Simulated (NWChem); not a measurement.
WNH$_{2}$O$_{2}$F; SMILES [O]=[W]([NH2])([F])=[O]

```xyz
7

W     -0.0067    -0.0030     0.0000
O      0.9691     0.0917     1.3926
O      0.9691     0.0917    -1.3926
F     -0.9899    -1.5980     0.0000
N     -1.1447     1.5554     0.0000
H     -1.3899     2.0775     0.8380
H     -1.3899     2.0775    -0.8380
```
Atoms are numbered in this order, from 1.

Level: PBE0/def2-SVP with def2 effective core potentials on W (NWChem), optimised geometry, unscaled harmonic frequencies. def2 effective core potentials on W; no spin-orbit coupling.

```json
[
 {"frequency (cm⁻¹)": "192", "IR intensity (km/mol)": "1.6"},
 {"frequency (cm⁻¹)": "209", "IR intensity (km/mol)": "3.1"},
 {"frequency (cm⁻¹)": "228", "IR intensity (km/mol)": "0.8"},
 {"frequency (cm⁻¹)": "247", "IR intensity (km/mol)": "19.9"},
 {"frequency (cm⁻¹)": "333", "IR intensity (km/mol)": "0.9"},
 {"frequency (cm⁻¹)": "371", "IR intensity (km/mol)": "2.9"},
 {"frequency (cm⁻¹)": "530", "IR intensity (km/mol)": "203.8"},
 {"frequency (cm⁻¹)": "679", "IR intensity (km/mol)": "8.5"},
 {"frequency (cm⁻¹)": "699", "IR intensity (km/mol)": "121.0"},
 {"frequency (cm⁻¹)": "736", "IR intensity (km/mol)": "79.2"},
 {"frequency (cm⁻¹)": "1019", "IR intensity (km/mol)": "219.1"},
 {"frequency (cm⁻¹)": "1058", "IR intensity (km/mol)": "72.6"},
 {"frequency (cm⁻¹)": "1516", "IR intensity (km/mol)": "45.5"},
 {"frequency (cm⁻¹)": "3580", "IR intensity (km/mol)": "136.3"},
 {"frequency (cm⁻¹)": "3681", "IR intensity (km/mol)": "75.3"}
]
```

- zero-point energy: 21.5 kcal/mol
- thermal correction to the enthalpy at 298.15 K (with zero-point energy): 26.1 kcal/mol
- heat capacity Cv: 20.7 cal/(mol K)
- entropy at 298.15 K and 1 atm (symmetry number 1): 80.8 cal/(mol K)

Rigid rotor and harmonic oscillator.
